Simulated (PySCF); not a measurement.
Two species compared at the same levels of theory.

First species: C3H9ClOSi2.
SMILES: `C[Si@@H](C=O)[SiH2]CCl`

Second species: C5H7F.
SMILES: `C=C/C=C\CF`

Levels: CAM-B3LYP/def2-SVPD for dipole moment, HOMO energy, LUMO energy, HOMO–LUMO gap, static isotropic polarisability and electronic spatial extent ⟨r²⟩ about the centre of nuclear charge; TDDFT CAM-B3LYP/def2-SVPD for lowest singlet excitation; TDA CAM-B3LYP/def2-SVPD for lowest triplet excitation (Tamm–Dancoff); GFN2-xTB for rotational constant A and rotational constant C. Geometries: GFN2-xTB. Each structure is a single optimised conformer of the isolated species, non-relativistic unless stated; the electronic structure was computed with PySCF and density fitting.

Dipoles, sizes and rotational constants follow the conformer. The torsions of the flexible species, by atom-mapped SMILES:
- `[CH3:1][Si@@H:2]([CH:3]=[O:4])[SiH2:5][CH2:6][Cl:7]`: C1–Si2–C3–O4 115°, C1–Si2–Si5–C6 89°, Si2–Si5–C6–Cl7 -52°
- `[CH2:1]=[CH:2]/[CH:3]=[CH:4]\[CH2:5][F:6]`: C1–C2–C3–C4 180°, C3–C4–C5–F6 -179°

```json
{"property": "dipole moment", "column X": "1.44 D", "column Y": "1.93 D"}
{"property": "HOMO energy", "column X": "-8.41 eV", "column Y": "-8.12 eV"}
{"property": "LUMO energy", "column X": "-0.39 eV", "column Y": "-0.05 eV"}
{"property": "HOMO–LUMO gap", "column X": "8.02 eV", "column Y": "8.07 eV"}
{"property": "lowest singlet excitation", "column X": "3.24 eV", "column Y": "5.69 eV"}
{"property": "lowest triplet excitation (Tamm–Dancoff)", "column X": "2.56 eV", "column Y": "3.12 eV"}
{"property": "static isotropic polarisability", "column X": "107.3 au", "column Y": "67.0 au"}
{"property": "electronic spatial extent ⟨r²⟩ about the centre of nuclear charge", "column X": "1743 bohr²", "column Y": "829 bohr²"}
{"property": "rotational constant A", "column X": "2.380 GHz", "column Y": "14.955 GHz"}
{"property": "rotational constant C", "column X": "0.635 GHz", "column Y": "1.338 GHz"}
```

Task: Which column belongs to which species?

Result: Column X is the first species and column Y the second. The first has 16 atoms and 80 electrons, the second 13 and 46.

Task: How does each property change from the first species to the second?

Result: dipole moment +0.49 D; HOMO energy +0.29 eV; LUMO energy +0.34 eV; HOMO–LUMO gap +0.05 eV; lowest singlet excitation +2.45 eV; lowest triplet excitation (Tamm–Dancoff) +0.56 eV; static isotropic polarisability -40.3 au; electronic spatial extent ⟨r²⟩ about the centre of nuclear charge -914 bohr²; rotational constant A +12.575 GHz; rotational constant C +0.703 GHz.

On the first: In wavenumbers S1 is 26200 cm⁻¹ (1 eV = 8065.54 cm⁻¹). The principal polarisabilities are 89.0, 114.1 and 118.7 au; their mean is the isotropic value.

On the second: S1 lies 2.38 eV below the HOMO–LUMO gap; its leading configuration is HOMO→LUMO, weight 0.98. The vertical singlet–triplet gap S1 − T1 is 2.57 eV (TDDFT singlet less Tamm–Dancoff triplet; S1: HOMO→LUMO, weight 0.98; T1: HOMO→LUMO, weight 0.94).
